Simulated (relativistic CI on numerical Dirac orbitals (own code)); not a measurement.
# As XVI: q coefficients and field-shift factors

These numbers are calculated, not measured: Dirac-Coulomb-Breit CI, separate exchange-only KLI orbitals for each configuration, derivatives by finite differences, unscaled Slater integrals, QED left out (own radial code, finite nucleus).

CI space (outside the closed core [Ne]): 3s2.3p6, 3s2.3p5.3d, 3s.3p6.3d, 3s2.3p5.4s, 3p6.3d2, 3p5.3d3, 3p5.3d2.4s. Double excitations out of closed p, d and f shells are left out; levels of such configurations are missing from the list, as are those of other unlisted configurations, and high levels can miss mixing partners.

With x = (α/α₀)² − 1 an excitation energy changes as ω = ω₀ + qx; K = 2q/ω₀ is the relative enhancement. Terms are leading LS components, so labels can repeat. The field-shift factor is F = δν/δ⟨r²⟩ for the transition from the lowest level.

Lowest level 3s2.3p6 1S_0.

| Level | ω₀ (cm⁻¹) | q (cm⁻¹) | F (GHz/fm²) |
| --- | --- | --- | --- |
| 3s2.3p5.3d 3P°_0 | 617169 | 4348 | 0.718 |
| 3s2.3p5.3d 3P°_1 | 625613 | 10480 | 0.706 |
| 3s2.3p5.3d 3P°_2 | 643299 | 23010 | 0.691 |
| 3s2.3p5.3d 3F°_4 | 653264 | 13510 | 0.784 |
| 3s2.3p5.3d 3F°_3 | 658109 | 10290 | 0.724 |
| 3s2.3p5.3d 3F°_2 | 672193 | 18780 | 0.685 |
| 3s2.3p5.3d 3D°_3 | 702419 | 13490 | 0.826 |
| 3s2.3p5.3d 1D°_2 | 720185 | 48040 | 0.518 |
| 3s2.3p5.3d 3D°_1 | 721365 | 34070 | 0.632 |
| 3s2.3p5.3d 3D°_2 | 737540 | 58370 | 0.552 |
| 3s2.3p5.3d 1F°_3 | 743654 | 64040 | 0.511 |
| 3s2.3p5.3d 1P°_1 | 926763 | 36130 | 0.763 |
| 3s.3p6.3d 3D_1 | 1234606 | 76840 | -52 |

At this charge energies of transitions that change n are usually good to better than 1 %, and those within a shell (Δn = 0) to a few per cent.

(1) Which transition from the lowest level has the largest |K|?

Results:

(1) 3s2.3p5.3d 1F°_3 at 743654 cm⁻¹, K = 0.172.
